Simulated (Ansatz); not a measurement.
Consider the silylene formation by 1,1-elimination: `O[SiH](P)S` → `O[Si]S` + PH₃.

Gas-phase electronic energies from Ansatz, PBE0-D4/def2-TZVP geometries. CCSD(T)/CBS adds triple-zeta CCSD(T) − MP2 to the extrapolated MP2 energy (def2 sets, frozen cores). This one scheme is used for every species. DFT in def2-TZVPP. HSE06 is defined as in plane-wave codes. Each species was taken in one conformer, which may not be the lowest.

```json
{"level": "B97M-V", "ΔE (kcal/mol)": "39.2", "difference from CCSD(T)/CBS": "-0.4"}
{"level": "BHLYP-D4", "ΔE (kcal/mol)": "40.3", "difference from CCSD(T)/CBS": "0.7"}
{"level": "ωB97M-V", "ΔE (kcal/mol)": "36.7", "difference from CCSD(T)/CBS": "-2.9"}
{"level": "PBE-QIDH", "ΔE (kcal/mol)": "43.5", "difference from CCSD(T)/CBS": "3.9"}
{"level": "PBE", "ΔE (kcal/mol)": "36.0", "difference from CCSD(T)/CBS": "-3.6"}
{"level": "PBE0", "ΔE (kcal/mol)": "39.9", "difference from CCSD(T)/CBS": "0.3"}
{"level": "HSE06", "ΔE (kcal/mol)": "39.9", "difference from CCSD(T)/CBS": "0.3"}
{"level": "LC-ωPBE", "ΔE (kcal/mol)": "43.4", "difference from CCSD(T)/CBS": "3.8"}
{"level": "HF/def2-SVP", "ΔE (kcal/mol)": "34.4", "difference from CCSD(T)/CBS": "-5.2"}
{"level": "MP2/def2-SVP", "ΔE (kcal/mol)": "38.1", "difference from CCSD(T)/CBS": "-1.5"}
{"level": "CCSD/def2-SVP", "ΔE (kcal/mol)": "33.5", "difference from CCSD(T)/CBS": "-6.1"}
{"level": "CCSD(T)/def2-SVP", "ΔE (kcal/mol)": "33.5", "difference from CCSD(T)/CBS": "-6.1"}
{"level": "MP2/def2-TZVPP", "ΔE (kcal/mol)": "41.7", "difference from CCSD(T)/CBS": "2.1"}
{"level": "SCS-MP2/def2-TZVPP", "ΔE (kcal/mol)": "38.8", "difference from CCSD(T)/CBS": "-0.8"}
{"level": "HF/def2-QZVPP", "ΔE (kcal/mol)": "35.8", "difference from CCSD(T)/CBS": "-3.8"}
{"level": "CCSD/CBS(def2)", "ΔE (kcal/mol)": "39.2", "difference from CCSD(T)/CBS": "-0.4"}
{"level": "CCSD(T)/CBS", "ΔE (kcal/mol)": "39.6", "difference from CCSD(T)/CBS": "0"}
```

Largest T1 diagnostic among the species: 0.015.

Leaving LDA and LC-ωPBE aside and taking each functional with its dispersion term where it has one, the values, not all of them listed here, spread over 11.3 kcal/mol, from BLYP-D4 to r2SCAN0-D4. LDA lies +7.1 kcal/mol from PBE without D4. From r2SCAN to r2SCAN0 (25 % exact exchange), in def2-TZVPP and without D4, ΔE moves by +1.5 kcal/mol. In def2-TZVPP, CCSD(T) changes the Hartree–Fock value by +1.9 kcal/mol (the triples alone add +0.4 kcal/mol) and MP2 by +5.9 kcal/mol.
